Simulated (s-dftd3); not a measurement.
C4H6 (SMILES [CH2][C]([CH2])[CH2]), triplet, at a GFN2-xTB geometry; D3(bjm) for pbe0 in s-dftd3 1.4.0.

The s-dftd3 input:
```
$ s-dftd3 mol.xyz --bjm pbe0 --json dftd3.json --noedisp --grad

# file mol.xyz
10

C     -0.58991066     1.27101035    -0.04360530
C      0.00000000     0.00000000     0.00000000
C      1.39621287    -0.12558987    -0.01342081
C     -0.80630221    -1.14542048     0.05702611
H     -1.65764415     1.38590246    -0.03410452
H      0.01229550     2.15913465    -0.08751715
H      1.86508911    -1.09120935     0.01943288
H      2.02915647     0.74092051    -0.05686552
H     -1.87738461    -1.06792530     0.06808427
H     -0.37151232    -2.12682297     0.09097004
```

Question: Write the output that s-dftd3 gives for this input, abridged.

Answer: 
```
-----------------------------------
 s i m p l e   D F T - D 3  v1.4.0
-----------------------------------

Rational (Becke-Johnson) damping: pbe0-D3(BJ)
---------------------
  s6         1.0000
  s8         0.5288
  s9         0.0000
  a1         0.0079
  a2         6.1623
 alp        14.0000
--------------------

Dispersion energy:      -7.7298594473176E-03 Eh

Gradient norm:           5.0969616465702E-04 Eh/a0
--------------------------------------------------
     #    Z           dE/dx      dE/dy      dE/dz
--------------------------------------------------
     1    6 C    -9.868E-05  2.126E-04 -7.294E-06
     2    6 C     2.410E-13  3.972E-13 -1.926E-14
     3    6 C     2.336E-04 -2.101E-05 -2.245E-06
     4    6 C    -1.349E-04 -1.916E-04  9.539E-06
     5    1 H    -8.107E-05  9.602E-05 -2.811E-06
     6    1 H    -2.098E-05  1.238E-04 -4.732E-06
     7    1 H     1.178E-04 -4.382E-05  2.119E-07
     8    1 H     1.237E-04  2.210E-05 -2.533E-06
     9    1 H    -9.683E-05 -8.002E-05  4.521E-06
    10    1 H    -4.265E-05 -1.181E-04  5.344E-06
--------------------------------------------------

Virial:
--------------------------------------------------
      component           x          y          z
--------------------------------------------------
          x       2.448E-03 -1.310E-06 -3.239E-05
          y      -1.310E-06  2.445E-03 -9.889E-05
          z      -3.239E-05 -9.889E-05  4.430E-06
--------------------------------------------------

[Info] JSON dump of results written to 'dftd3.json'
```
